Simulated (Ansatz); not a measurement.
Reaction (formal exchange of groups at a C–C bond): `CC[C@@]12[C@H]3[C@H]4[C@H]5[C@@H]1[Hf]4532([NH2])([NH2])[F]` + SiH₄ → `[NH2][Hf]1234([NH2])([F])[C@@H]5[C@H]1[C@H]2[C@@]3([SiH3])[C@@H]54` + `CC`

Calculated with Ansatz (gas phase, PBE0-D4/def2-TZVP geometries, no zero-point term in ΔE). CCSD(T)/CBS adds triple-zeta CCSD(T) − MP2 to the extrapolated MP2 energy (def2 sets, frozen cores). This one scheme is used for every species. DFT in def2-TZVPP. def2 core potentials past Kr. For Hf outer-core shells are correlated without core-valence functions, which leaves a few kJ/mol of doubt a bond. One conformer a species, not always the lowest.

`CC[C@@]12[C@H]3[C@H]4[C@H]5[C@@H]1[Hf]4532([NH2])([NH2])[F]`:

Z-matrix (Å, degrees):
```
Hf
C 1 2.565
N 1 2.045 2 141.4
C 1 2.564 2 31.9 3 -115.0
C 1 2.497 2 53.6 3 -37.4
N 1 2.041 2 83.1 3 98.8
F 1 1.937 2 113.3 3 -151.5
C 1 2.529 2 53.5 3 -78.4
C 1 2.525 2 32.2 3 0.3
H 2 1.080 1 118.6 3 -122.4
H 3 1.010 1 125.0 2 56.1
H 3 1.010 1 125.9 2 -115.2
H 4 1.081 1 117.7 2 -122.9
H 5 1.080 1 116.5 2 159.7
H 6 1.012 1 120.1 2 168.8
H 6 1.007 1 130.9 2 -5.2
C 8 1.498 1 119.8 2 -159.5
H 9 1.080 1 117.0 2 123.5
C 17 1.523 8 114.6 1 -38.9
H 17 1.096 8 108.4 1 -161.2
H 17 1.093 8 108.6 1 83.9
H 19 1.092 17 111.6 8 -55.5
H 19 1.094 17 110.9 8 65.3
H 19 1.092 17 110.8 8 -175.5
```

SiH₄:

Z-matrix (Å, degrees):
```
Si
H 1 1.485
H 1 1.485 2 109.5
H 1 1.485 2 109.5 3 -120.0
H 1 1.485 2 109.5 3 120.0
```

`[NH2][Hf]1234([NH2])([F])[C@@H]5[C@H]1[C@H]2[C@@]3([SiH3])[C@@H]54`:

```xyz
21

N    -2.031   -1.205   -1.008
Hf   -1.009   -0.192    0.438
N    -2.394    1.178    1.041
F    -0.779   -1.571    1.772
C     0.672    1.744    0.856
C     0.270    1.823   -0.499
C     0.719    0.664   -1.154
C     1.396   -0.161   -0.207
Si    2.204   -1.807   -0.514
C     1.370    0.540    1.030
H    -1.894   -2.179   -1.239
H    -2.671   -0.801   -1.677
H    -2.303    2.158    1.255
H    -3.338    0.884    1.257
H     0.466    2.475    1.624
H    -0.295    2.628   -0.948
H     0.560    0.425   -2.195
H     1.217   -2.797   -1.024
H     3.282   -1.675   -1.530
H     2.781   -2.302    0.761
H     1.776    0.171    1.962
```

`CC`:

Z-matrix (Å, degrees):
```
C
C 1 1.519
H 1 1.093 2 111.4
H 1 1.093 2 111.4 3 120.0
H 1 1.093 2 111.4 3 -120.0
H 2 1.093 1 111.4 3 180.0
H 2 1.093 1 111.4 3 -60.0
H 2 1.093 1 111.4 3 60.0
```

CCSD(T)/CBS gives -35.8 kJ/mol.

(1) Another level gave -35.2 kJ/mol. Which?
A. r2SCAN/def2-TZVPP
B. RPA@PBE/def2-TZVPP
C. SCS-MP2/def2-TZVPP
D. BLYP/def2-TZVPP

Largest T1 diagnostic among the species: 0.013.

Results:

(1) C. SCS-MP2/def2-TZVPP -35.2, BLYP -43.7, r2SCAN -39.3, RPA@PBE/def2-TZVPP -30.4 kJ/mol.

At CCSD(T), def2-SVP lies +12.9 kJ/mol from the extrapolated value and def2-TZVPP +2.4 kJ/mol. Leaving LDA and LC-ωPBE aside and taking each functional with its dispersion term where it has one, the values, not all of them listed here, spread over 6.5 kJ/mol, from B2PLYP to ωB97X-V. LDA lies +13.1 kJ/mol from PBE without D4. In def2-TZVPP, CCSD(T) changes the Hartree–Fock value by +7.5 kJ/mol (the triples alone add +0.6 kJ/mol) and MP2 by +6.2 kJ/mol.
